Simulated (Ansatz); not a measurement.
Reaction (homolysis of the Mg–N bond): `C[N](C)[Mg][SH]` → `[Mg][SH]`• + `C[N]C`•

Calculated with Ansatz (gas phase, PBE0-D4/def2-TZVP geometries, no zero-point term in ΔE). CBS: MP2 limit from def2 TZ/QZ plus the TZ coupled-cluster correction, frozen cores. DFT in def2-TZVPP. HSE06 is defined as in plane-wave codes. No spin–orbit coupling; open shells (•) take unrestricted orbitals. For Mg outer-core shells are correlated without core-valence functions, which leaves a few kJ/mol of doubt a bond. One conformer a species, not always the lowest.

`C[N](C)[Mg][SH]`:

```xyz
12

C    -1.046    0.252   -1.134
N     0.014   -0.064   -0.214
C     0.620   -1.326   -0.549
Mg    0.540    1.028    1.235
S     1.199    2.368    2.970
H    -1.845   -0.509   -1.130
H    -0.689    0.323   -2.176
H    -1.518    1.211   -0.893
H    -0.103   -2.159   -0.518
H     1.431   -1.582    0.142
H     1.052   -1.326   -1.564
H     0.346    1.785    3.831
```

`[Mg][SH]`•:

Cartesian coordinates in Å:
```
Mg 1.100 0.710 -0.962
S 0.058 -0.567 0.678
H -1.157 -0.143 0.284
```

`C[N]C`•:

```xyz
9

C    -0.588   -0.767   -0.683
N    -0.510   -0.261    0.649
C     0.511    0.727    0.782
H    -0.793    0.040   -1.405
H    -1.374   -1.519   -0.767
H     0.368   -1.219   -0.994
H     0.327    1.581    0.110
H     0.563    1.094    1.808
H     1.496    0.324    0.499
```

| level | ΔE (kJ/mol) |
| --- | --- |
| B2PLYP | 277.8 |
| PBE | 263.2 |
| PBE0 | 260.8 |
| HSE06 | 261.2 |
| HF/def2-SVP | 177.0 |
| CCSD(T)/def2-SVP | 293.1 |
| HF/def2-TZVPP | 157.3 |
| MP2/def2-QZVPP | 327.4 |

(1) What does CCSD(T)/CBS give? (Best estimate.)

Largest T1 diagnostic among the species: 0.014.

## Answers

(1) The calculation gave: +313.1 kJ/mol. The listed levels differ from it by -35.3, -49.9, -52.3, -51.9, -136.1, -20.0, -155.8, 14.3 kJ/mol.

From r2SCAN to r2SCAN0 (25 % exact exchange), in def2-TZVPP and without D4, ΔE moves by −3.9 kJ/mol: exact exchange takes away binding that semilocal exchange gives to molecules. At CCSD(T), def2-SVP lies −20.0 kJ/mol from the extrapolated value and def2-TZVPP −26.2 kJ/mol.
